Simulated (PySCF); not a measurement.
PySCF job for BFH, SMILES [BH]F (connectivity only; charge and spin as stated), charge +1, multiplicity 1, TDA-LC-ωPBE/def2-TZVPD. Geometry: ωB97X-D3(BJ)/def2-TZVPD. The multiplicity is an assumed one; other spin states were not compared. The isomer is the one that the SMILES or the coordinates give; other isomers of the formula were not compared.

```python
import numpy as np
from pyscf import gto, scf, dft, tdscf

mol = gto.M(
    atom='''
    B     0.00000000    0.00000000   -0.65195153
    F     0.00000000    0.00000000    0.56578421
    H     0.00000000    0.00000000   -1.83230019
    ''',
    basis='def2-TZVPD',
    charge=1,
    spin=0,
    symmetry=True,
    symmetry_subgroup='C2v',
    max_memory=1600,
    verbose=4,
)
mf = dft.RKS(mol, xc='lc_wpbe').density_fit(auxbasis='def2-universal-jkfit')
mf.grids.level = 3
mf.conv_tol = 1e-9
mf.max_cycle = 100
mf.kernel()
mf.grids = dft.Grids(mol).set(level=1).build(with_non0tab=True)  # coarser grid for the response kernel
td = tdscf.TDA(mf)
td.singlet = True
td.nstates = 10
td.conv_tol = 1e-4
td.kernel(x0=td.get_init_guess(mf, 15))
td.analyze()
tt = tdscf.TDA(mf)
tt.singlet = False
tt.nstates = 4
tt.conv_tol = 1e-4
tt.kernel(x0=tt.get_init_guess(mf, 9))
tt.analyze(verbose=3)
```

Log of the run:

```
PySCF version 2.14.0

[INPUT] verbose = 4
[INPUT] num. atoms = 3
[INPUT] num. electrons = 14
[INPUT] charge = 1
[INPUT] spin (= nelec alpha-beta = 2S) = 0
[INPUT] symmetry True subgroup C2v
[INPUT] Mole.unit = angstrom
[INPUT] Symbol           X                Y                Z      unit          X                Y                Z       unit  Magmom
[INPUT]  1 B      0.000000000000   0.000000000000  -0.651951530000 AA    0.000000000000   0.000000000000  -1.232009838191 Bohr   0.0
[INPUT]  2 F      0.000000000000   0.000000000000   0.565784210000 AA    0.000000000000   0.000000000000   1.069177202503 Bohr   0.0
[INPUT]  3 H      0.000000000000   0.000000000000  -1.832300190000 AA    0.000000000000   0.000000000000  -3.462545537089 Bohr   0.0

nuclear repulsion = 23.7827385776434
point group symmetry = Coov, use subgroup C2v
symmetry origin: [0.00000000e+00 0.00000000e+00 6.29908721e-09]
symmetry axis x: [1. 0. 0.]
symmetry axis y: [0. 1. 0.]
symmetry axis z: [0. 0. 1.]
num. orbitals of irrep A1 = 40
num. orbitals of irrep A2 = 8
num. orbitals of irrep B1 = 19
num. orbitals of irrep B2 = 19
number of shells = 32
number of NR pGTOs = 118
number of NR cGTOs = 86
basis = def2-TZVPD
ecp = {}


[settings echo left out]
init E= -125.362035933775
HOMO (A1) = -0.580134433220593  LUMO (B2) = -0.00528323846625656  gap/eV = 15.64250
cycle= 1 E= -124.859817621691  delta_E= 0.502  |g|= 0.502  |ddm|= 1.21
HOMO (B2) = -0.914423266612222  LUMO (B2) = -0.308967173796809  gap/eV = 16.47530
cycle= 2 E= -124.888984475825  delta_E= -0.0292  |g|= 0.535  |ddm|= 0.522
HOMO (A1) = -0.960943405896497  LUMO (B1) = -0.278317740149627  gap/eV = 18.57519
cycle= 3 E= -124.928145274298  delta_E= -0.0392  |g|= 0.0778  |ddm|= 0.226
HOMO (A1) = -0.935111761368322  LUMO (B1) = -0.253135908004029  gap/eV = 18.55751
cycle= 4 E= -124.928934106355  delta_E= -0.000789  |g|= 0.0092  |ddm|= 0.0508
HOMO (A1) = -0.931214823213249  LUMO (B1) = -0.250832064887323  gap/eV = 18.51416
cycle= 5 E= -124.928964492304  delta_E= -3.04e-05  |g|= 0.00136  |ddm|= 0.0156
HOMO (A1) = -0.931577569915202  LUMO (B2) = -0.251113807946576  gap/eV = 18.51636
cycle= 6 E= -124.928965240464  delta_E= -7.48e-07  |g|= 0.000206  |ddm|= 0.00218
HOMO (A1) = -0.931590998977743  LUMO (B2) = -0.251127089390664  gap/eV = 18.51637
cycle= 7 E= -124.928965257217  delta_E= -1.68e-08  |g|= 2.67e-05  |ddm|= 0.000363
HOMO (A1) = -0.931590693244772  LUMO (B1) = -0.251129029035814  gap/eV = 18.51631
cycle= 8 E= -124.928965257583  delta_E= -3.66e-10  |g|= 3.59e-06  |ddm|= 5.91e-05
HOMO (A1) = -0.931590861161006  LUMO (B2) = -0.251129078683423  gap/eV = 18.51631
Extra cycle  E= -124.928965257591  delta_E= -7.5e-12  |g|= 1.06e-06  |ddm|= 7.38e-06
converged SCF energy = -124.928965257591
tot grids = 12952


******** <class 'pyscf.tdscf.rks.TDA'> for <class 'pyscf.df.df_jk.DFSymAdaptedRKS'> ********
nstates = 10 singlet
deg_eia_thresh = 1.000e-03
wfnsym = None
conv_tol = 0.0001
eigh lindep = 1e-12
eigh level_shift = 0
eigh max_cycle = 100


Excitation energies (eV)
[11.37856936 11.37856936 11.54052545 11.72090396 11.72096588 14.55453367
 14.55453367 14.56562193 15.21668743 15.21668743]

** Singlet excitation energies and oscillator strengths **
Excited State   1:   B2     11.37857 eV    108.96 nm  f=0.1605
       4 -> 9        -0.10449
       7 -> 9        -0.69214
Excited State   2:   B1     11.37857 eV    108.96 nm  f=0.1605
       4 -> 8        -0.10449
       7 -> 8        -0.69214
Excited State   3:   A2     11.54053 eV    107.43 nm  f=0.0000
       5 -> 9         0.49424
       6 -> 8        -0.49424
Excited State   4:   A1     11.72090 eV    105.78 nm  f=0.0000
       5 -> 8         0.49456
       6 -> 9        -0.49456
Excited State   5:   A2     11.72097 eV    105.78 nm  f=0.0000
       5 -> 9        -0.49456
       6 -> 8        -0.49456
Excited State   6:   B2     14.55453 eV     85.19 nm  f=0.0491
       4 -> 9        -0.65153
       6 -> 10       -0.23669
Excited State   7:   B1     14.55453 eV     85.19 nm  f=0.0491
       4 -> 8        -0.65153
       5 -> 10       -0.23669
Excited State   8:   A1     14.56562 eV     85.12 nm  f=0.0052
       4 -> 10       -0.15642
       5 -> 8        -0.37084
       6 -> 9        -0.37084
       7 -> 10       -0.41429
Excited State   9:   B1     15.21669 eV     81.48 nm  f=0.2038
       4 -> 8        -0.23096
       5 -> 10        0.64838
Excited State  10:   B2     15.21669 eV     81.48 nm  f=0.2038
       4 -> 9        -0.23096
       6 -> 10        0.64838

** Transition electric dipole moments (AU) **
state          X           Y           Z        Dip. S.      Osc.
  1         0.0000     -0.7587     -0.0000      0.5756      0.1605
  2        -0.7587      0.0000      0.0000      0.5756      0.1605
  3         0.0000      0.0000     -0.0000      0.0000      0.0000
  4        -0.0000      0.0000      0.0000      0.0000      0.0000
  5        -0.0000      0.0000      0.0000      0.0000      0.0000
  6        -0.0000      0.3709      0.0000      0.1376      0.0491
  7         0.3709     -0.0000     -0.0000      0.1376      0.0491
  8         0.0000      0.0000      0.1212      0.0147      0.0052
  9         0.7393     -0.0000      0.0000      0.5466      0.2038
 10        -0.0000      0.7393     -0.0000      0.5466      0.2038

** Transition velocity dipole moments (imaginary part, AU) **
state          X           Y           Z        Dip. S.      Osc.
  1         0.0000     -0.2084     -0.0000      0.0434      0.0693
  2        -0.2084      0.0000      0.0000      0.0434      0.0693
  3        -0.0000     -0.0000     -0.0000      0.0000      0.0000
  4        -0.0000      0.0000      0.0000      0.0000      0.0000
  5         0.0000      0.0000      0.0000      0.0000      0.0000
  6         0.0000      0.0780     -0.0000      0.0061      0.0076
  7         0.0780     -0.0000     -0.0000      0.0061      0.0076
  8         0.0000      0.0000     -0.0752      0.0057      0.0071
  9         0.3347     -0.0000      0.0000      0.1121      0.1336
 10        -0.0000      0.3347      0.0000      0.1121      0.1336

** Transition magnetic dipole moments (imaginary part, AU) **
state          X           Y           Z
  1         1.5414      0.0000      0.0000
  2        -0.0000     -1.5414      0.0000
  3         0.0000      0.0000      0.0000
  4        -0.0000     -0.0000      0.0000
  5        -0.0000      0.0000      0.0000
  6         0.2783     -0.0000     -0.0000
  7         0.0000     -0.2783     -0.0000
  8        -0.0000      0.0000     -0.0000
  9         0.0000     -0.0491      0.0000
 10         0.0491     -0.0000     -0.0000


******** <class 'pyscf.tdscf.rks.TDA'> for <class 'pyscf.df.df_jk.DFSymAdaptedRKS'> ********
nstates = 4 triplet
deg_eia_thresh = 1.000e-03
wfnsym = None
conv_tol = 0.0001
eigh lindep = 1e-12
eigh level_shift = 0
eigh max_cycle = 100


Excitation energies (eV)
[ 8.92632389  8.92632389 10.46877584 10.93248943]

** Triplet excitation energies and oscillator strengths **
Excited State   1:   B2      8.92632 eV    138.90 nm  f=0.0000
Excited State   2:   B1      8.92632 eV    138.90 nm  f=0.0000
Excited State   3:   A1     10.46878 eV    118.43 nm  f=0.0000
Excited State   4:   A1     10.93249 eV    113.41 nm  f=0.0000
```

Self-consistency was reached.
